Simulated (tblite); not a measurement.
Species: C6H7N3.
Geometry (GFN2-xTB, Å), atoms numbered from 1 in this order:
```xyz
16
C6H7N3 angstrom
C      3.274    0.127   -0.162
C      2.101   -0.431   -0.438
C      0.835    0.123    0.016
C     -0.388   -0.478   -0.281
C     -1.522    0.159    0.215
C     -2.903   -0.354   -0.014
N     -1.396    1.277    0.931
N     -0.230    1.779    1.169
N      0.857    1.250    0.745
H      3.323    1.031    0.421
H      4.200   -0.298   -0.507
H      2.029   -1.339   -1.023
H     -0.452   -1.385   -0.865
H     -3.111   -0.406   -1.082
H     -3.619    0.309    0.462
H     -3.004   -1.356    0.400
```

Method: GFN2-xTB as coded in tblite; computed harmonic values from a numerical Hessian at the method's own geometry, unscaled. Errors from tens to a few hundred cm⁻¹ against measured bands are possible. One conformer, not necessarily the lowest.

Harmonic wavenumbers (cm⁻¹): 42.7, 68.0, 140.7, 161.4, 182.2, 307.8, 343.8, 439.6, 464.9, 544.7, 576.1, 672.6, 774.4, 801.6, 851.3, 909.4, 957.3, 996.5, 1012.6, 1018.0, 1027.7, 1053.3, 1105.4, 1135.7, 1268.4, 1289.4, 1349.1, 1372.2, 1389.5, 1397.4, 1444.5, 1461.8, 1477.5, 1517.1, 1665.8, 3012.7, 3022.1, 3055.6, 3064.0, 3066.7, 3110.7, 3146.7.

A = 4167, B = 1177, C = 923.1 MHz; mass 121.064 u (most abundant isotopes); point group Cs, symmetry number 1.

Q: What is the zero-point energy?

A: ½Σν̃ = 26349 cm⁻¹ = 75.34 kcal/mol.

Q: Entropy at 500 K, 1 bar (ideal gas, RRHO, classical rotation)?

A: Translation 42.88, rotation 30.19, vibration 41.04: S = 114.1 cal/(mol K).

Q: And Cp and H(500 K) − H(0)?

A: Cp = 49.12 cal/(mol K), of which vibrations give 41.17 (their classical limit is 42 R = 83.5); H(500 K) − H(0) = 14.45 kcal/mol without the zero-point energy, 10.48 from vibrations.

Q: Which modes carry the vibrational entropy at 500 K?

A: 42.7 cm⁻¹: 6.15; 68.0 cm⁻¹: 5.23; 140.7 cm⁻¹: 3.80; 161.4 cm⁻¹: 3.53; 182.2 cm⁻¹: 3.29; 307.8 cm⁻¹: 2.29 cal/(mol K); the other 36 give 16.74 together.

Q: Blend soft modes into free rotors: weight 1/[1 + (100 cm⁻¹/ν̃)⁴] for the oscillator and the rest for a rotor with moment μB/(μ + B), μ = h/(8π²ν), B = 10⁻⁴⁴ kg m². What vibrational entropy results?

A: 37.66 cal/(mol K) in place of 41.04, which changes −T·S at 500 K by +1.69 kcal/mol.

Q: How do the functions run with temperature in this model?

A: 
| T (K) | S (cal/(mol K)) | Cp (cal/(mol K)) | H − H(0) (kcal/mol) | G − H(0) (kcal/mol) | ln q(vib) |
| --- | --- | --- | --- | --- | --- |
| 50 | 57.8 | 12.5 | 0.49 | -2.39 | 0.53 |
| 100 | 67.8 | 16.8 | 1.23 | -5.55 | 1.59 |
| 298.15 | 93.1 | 32.9 | 6.09 | -21.65 | 5.84 |
| 373.15 | 101.2 | 39.5 | 8.81 | -28.94 | 7.42 |
| 750 | 136.7 | 62.3 | 28.52 | -74.04 | 15.28 |
| 1000 | 155.9 | 70.5 | 45.18 | -110.68 | 20.15 |

q(vib) and H(0) count from the zero-point level.

Hindered rotation and anharmonicity are outside this model. Other conformers, if any are populated, would add a mixing term that is left out.

Hardware: one thread, Arm Neoverse V1 (aarch64), shared host. Cost: 0.51 s wall. This covers the Hessian and the dipole derivatives.
